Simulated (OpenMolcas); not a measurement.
Computed levels of 3s² 3p³ in ions with 15 electrons, in cm-1 above ⁴S°_3/2.

* Program: OpenMolcas
* Method: CASSCF
* Basis: ANO-R2
* Scalar Hamiltonian: X2C, finite nucleus
* Spin-orbit coupling: RASSI with atomic mean-field integrals over the reference wave functions, term energies averaged over their components

Active space for each ion: 5 electrons in 8 orbitals (3s 3p 4s 4p).

```json
{"Level": "²D°_3/2", "P": "14849", "Cl2+": "22425", "Ar3+": "25785"}
{"Level": "²D°_5/2", "P": "14870", "Cl2+": "22517", "Ar3+": "25956"}
{"Level": "²P°_1/2", "P": "19947", "Cl2+": "30859", "Ar3+": "35916"}
{"Level": "²P°_3/2", "P": "19961", "Cl2+": "30947", "Ar3+": "36090"}
```

Question: Estimate ²D°_3/2, ²D°_5/2 for S+ from its neighbours P and Cl2+.

Answer: ²D°_3/2 is another term, which grows about linearly with the charge: (14849 + 22425) / 2 = 18637. The calculation gives 18974, so the estimate is off by -1.8 %; the measured value is 14853 (NIST Handbook of Basic Atomic Spectroscopic Data).
²D°_5/2 is another term, which grows about linearly with the charge: (14870 + 22517) / 2 = 18694. The calculation gives 19018, so the estimate is off by -1.7 %; the measured value is 14885 (NIST Handbook of Basic Atomic Spectroscopic Data).

Without dynamic correlation excited terms often stand tens of per cent too high (terms of higher spin than the ground term too low), and those without a measured partner can miss by more than the paired ones (holds for P; S+). The run also gave levels led by 3s² 3p² 4s, which use shells meant for correlation; these and all levels above them are left out (holds for P). The run also gave levels led by 3s² 3p² 4p, which use shells meant for correlation; these and all levels above them are left out (holds for S+). Active for correlation alone: 4p 4s; no level in the range computed is led by a configuration that fills them, so any true level of that kind is missing (holds for Cl2+; Ar3+). Computed and measured levels are paired by configuration, term and J; levels that our copy of the source lacks, or whose pairing is in doubt (as where it misses far off the trend of its configuration), stay unpaired and out of the deviations. Levels of configurations outside the active space are missing.

° marks odd parity.
